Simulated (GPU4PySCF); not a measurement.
F4TCNQ (C₁₂F₄N₄), SMILES c1(c(c(F)c(c(c1F)=C(C#N)C#N)F)=C(C#N)C#N)F. Heavy atoms are numbered as in [N:1]#[C:2][C:3]([C:4]#[N:5])=[c:6]1[c:7]([F:8])[c:9]([F:10])[c:11](=[C:12]([C:13]#[N:14])[C:15]#[N:16])[c:17]([F:18])[c:19]1[F:20].

The structure is a stationary point at PBE0-D3(BJ)/def2-TZVP.

Computed with GPU4PySCF with r2SCAN/def2-TZVPD.

Atomic charges (e), one atom of each kind:

```
atom  RESP (one stage)   MBIS
----  ----------------  -----
N1               -0.37  -0.35
C2                0.34   0.33
C3                0.00  -0.08
C6               -0.07  -0.07
C7                0.13   0.18
F8               -0.07  -0.09
```
